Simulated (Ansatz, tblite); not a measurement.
Cost and result up the ladder for (Cl2Al-mu-PH2)3 (Al₃P₃H₆Cl₆) (18 atoms). The state is a singlet with charge 0. Geometry: PBE-D4/def2-SVP.

```xyz
18

Al    1.2029   -0.8768    1.7280
Cl    0.0758    0.5149    2.9004
Cl    2.5472   -2.2329    2.6496
P     2.2647    0.5933    0.1392
Al    0.8099    1.4069   -1.6033
Cl    1.4122    3.2843   -2.3823
Cl    0.6592   -0.3073   -2.8726
P    -1.3271    1.5045   -0.4900
Al   -2.4043   -0.6336   -0.1423
Cl   -3.2521   -1.1714   -2.0122
Cl   -3.6023   -0.6364    1.6088
P    -0.4608   -1.9806    0.3753
H     2.8835    1.6456    0.8796
H     3.4040    0.0068   -0.4892
H    -2.1778    2.3144   -1.3033
H    -1.2666    2.2850    0.7020
H     0.1165   -2.5780   -0.7840
H    -0.8849   -3.1386    1.0963
```

Ansatz on 4 threads of Arm Neoverse V1 on a shared host; xTB runs through tblite on one thread. Times are rough, summed over both states, and most runs start from the orbitals of an earlier one. PBE0-D4/def2-SVP serves as the yardstick here, not as an exact answer. The other state is a doublet.

The xTB rows come from tblite.

Raw xTB energies of ions are shifted by several eV.

```json
{"level": "GFN2-xTB", "functions": "114", "vertical IE (eV)": "12.73", "difference from PBE0-D4/def2-SVP (eV)": "3.02"}
{"level": "GFN1-xTB", "functions": "120", "vertical IE (eV)": "13.75", "difference from PBE0-D4/def2-SVP (eV)": "4.03"}
{"level": "PBE0-D4/def2-SVP", "functions": "246", "vertical IE (eV)": "9.72", "difference from PBE0-D4/def2-SVP (eV)": "0.00"}
{"level": "PBE-D4/def2-SVP", "functions": "246", "vertical IE (eV)": "8.97", "difference from PBE0-D4/def2-SVP (eV)": "-0.74"}
```

**Question.** Estimate how long each takes.

**Answer.** GFN1-xTB 0.088 s; GFN2-xTB 0.1 s; PBE-D4/def2-SVP 28 s; PBE0-D4/def2-SVP 51 s. On shared hardware such times vary by a factor of up to 3.
